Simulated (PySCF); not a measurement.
Worked example: dipole moment from atomic charges

dibromo(difluoro)methane (CBr₂F₂), SMILES FC(F)(Br)Br. Atoms are numbered in the order given.

```xyz
5

F      0.0000     1.0844    -1.4536
C      0.0000     0.0000    -0.6762
F      0.0000    -1.0844    -1.4536
Br    -1.6192     0.0000     0.4317
Br     1.6192     0.0000     0.4317
```
Charge 0, spin multiplicity 1.

Geometry: PBE-D3(BJ)/def2-SVP.

Charges (e) from ωB97X/def2-TZVP run with PySCF:

```tsv
atom	ESP fit	IAO
F1	0.073	-0.249
C2	-0.318	0.466
F3	0.073	-0.249
Br4	0.086	0.016
Br5	0.086	0.016
```

The dipole moment of the full density is 0.46 D.

Q: What dipole moment does each set of point charges give, and which comes closer to that of the density?

A: 
μ = Σ q r, and 1 e Å = 4.8032 D.
ESP fit: Σ q r = (0.000, 0.000, 0.077) e Å, |μ| = 0.37 D.
IAO: Σ q r = (0.000, 0.000, 0.423) e Å, |μ| = 2.03 D.
ESP fit comes closer in size. Point charges leave out the atoms' own dipoles (lone pairs, polarised bonds); fits to the potential absorb them, partitions of the density don't.
